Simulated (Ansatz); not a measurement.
Consider the formal loss of a carbene: `[AlH2][CH2][SiH2][SiH3]` → `[AlH2][SiH2][SiH3]` + `[CH2]` (triplet).

Program: Ansatz. Geometries: PBE0-D4/def2-TZVP. ΔE: electronic, gas phase. CCSD(T)/CBS is the MP2 limit (def2-TZVPP, def2-QZVPP) plus CCSD(T) − MP2 in def2-TZVPP, frozen cores. This one scheme is used for every species. Functionals use def2-TZVPP. HSE06 is defined as in plane-wave codes. Triplets are unrestricted, without spin–orbit coupling. One conformer a species, not always the lowest.

```tsv
level	ΔE (kJ/mol)
revPBE-D4	465.3
revPBE	435.4
HSE06	462.7
HF/CBS(def2)	311.9
```

Question: What does CCSD(T)/CBS give? (Estimate.)

Answer: The calculation gave: +478.5 kJ/mol. The listed levels differ from it by -13.2, -43.1, -15.8, -166.6 kJ/mol.

Largest T1 diagnostic among the species: 0.013.

The D4 term adds +18.1 kJ/mol with B3LYP and +9.6 kJ/mol with PBE0; it sums over pairs of atoms, weighted by their polarisabilities, and B3LYP, whose exchange is more repulsive, gets the larger term. In def2-TZVPP, CCSD(T) changes the Hartree–Fock value by +153.2 kJ/mol (the triples alone add +13.9 kJ/mol) and MP2 by +175.2 kJ/mol. From r2SCAN to r2SCAN0 (25 % exact exchange), in def2-TZVPP and without D4, ΔE moves by −4.4 kJ/mol.

CCSD(T)/CBS has its own doubt, a few kJ/mol and more with outer-core shells, so smaller differences from it don't rank the levels.

B3LYP here is the variant with VWN-RPA as its local correlation; programs differ in this.
